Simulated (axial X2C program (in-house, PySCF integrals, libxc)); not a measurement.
**Spin–orbit effects down a group: molecules with Si (ions), PBE0**

Calculated with an in-house all-electron X2C program for linear molecules (integrals from PySCF), spin-free (one-electron X2C) or two-component (2c: spin–orbit coupling with atomic mean-field Coulomb and Gaunt terms, which also bring small scalar terms), in Dyall basis sets with cores contracted in-house; open shells are unrestricted.

Basis sets: Cs dyall-cv3z, H dyall-v3z, K dyall-cv3z, Li dyall-cv3z, Na dyall-cv3z, Rb dyall-cv3z, Si dyall-v3z.

| molecule | spin-free state | Re (Å) | ωe (cm⁻¹) | De (eV) | 2c state | Re 2c (Å) | ωe 2c (cm⁻¹) | De 2c (eV) |
| --- | --- | --- | --- | --- | --- | --- | --- | --- |
| SiH⁺ | M_S = 0, Λ = 0 | 1.523 | 2119.2 | 3.21 | Ω = 0 | 1.523 | 2118.8 | 3.21 |
| LiSi⁺ | M_S = 1, Λ = 1 | 2.764 | 265.1 | 0.75 | Ω = 2 | 2.765 | 265.1 | 0.74 |
| NaSi⁺ | M_S = 1, Λ = 1 | 3.128 | 148.7 | 0.51 | Ω = 2 | 3.128 | 148.6 | 0.50 |
| KSi⁺ | M_S = 1, Λ = 1 | 3.597 | 101.7 | 0.28 | Ω = 2 | 3.597 | 101.7 | 0.27 |
| RbSi⁺ | M_S = 1, Λ = 1 | 3.768 | 82.5 | 0.24 | Ω = 2 | 3.769 | 82.5 | 0.23 |
| CsSi⁺ | M_S = 1, Λ = 1 | 3.964 | 72.0 | 0.19 | Ω = 2 | 3.964 | 72.0 | 0.18 |

(1) Work out the shifts from the spin-free to the two-component result.

Fragments in 2c: Si+ + H, Si + Li+, Si + Na+, K+ + Si, Rb+ + Si, Cs+ + Si. Each entry is the lowest single determinant of a limited PBE0 search at one distance. De goes to single-determinant-based atoms at the same level (for ions the charge split of lowest energy) and is withheld (n/a) where an atom does not fit its ground term or J level. Main or longest-lived isotopes. One determinant is a doubtful description, or other states lie close, for LiSi⁺, NaSi⁺, KSi⁺, RbSi⁺, CsSi⁺; these need not be ground states, and all values refer to the states named. Some open-shell Ω = 0 determinants are out of reach, so the Ω given for LiSi⁺, NaSi⁺, KSi⁺, RbSi⁺, CsSi⁺ need not be the lowest component. With several unpaired electrons the Ω given is that of one determinant, not necessarily of the lowest component. Some light 2c atoms are not at their ground J level, so De misses part of their lowering (0.04 eV or less). The functionals have no current term, which raises determinants with orbital currents. Where the atoms have a lower orbital projection than the molecule, De at mean-field level may be about a tenth of an eV too small.

## Answers

(1) 

```json
{"molecule": "SiH⁺", "2c state": "Ω = 0", "ΔRe (Å)": "0.000", "Δωe (cm⁻¹)": "-0.4", "ΔDe (eV)": "0.00"}
{"molecule": "LiSi⁺", "2c state": "Ω = 2", "ΔRe (Å)": "0.001", "Δωe (cm⁻¹)": "0.0", "ΔDe (eV)": "-0.01"}
{"molecule": "NaSi⁺", "2c state": "Ω = 2", "ΔRe (Å)": "0.000", "Δωe (cm⁻¹)": "-0.1", "ΔDe (eV)": "-0.01"}
{"molecule": "KSi⁺", "2c state": "Ω = 2", "ΔRe (Å)": "0.000", "Δωe (cm⁻¹)": "0.0", "ΔDe (eV)": "-0.01"}
{"molecule": "RbSi⁺", "2c state": "Ω = 2", "ΔRe (Å)": "0.001", "Δωe (cm⁻¹)": "0.0", "ΔDe (eV)": "-0.01"}
{"molecule": "CsSi⁺", "2c state": "Ω = 2", "ΔRe (Å)": "0.000", "Δωe (cm⁻¹)": "0.0", "ΔDe (eV)": "-0.01"}
```

Shifts of one unit in the last digit are rounding.
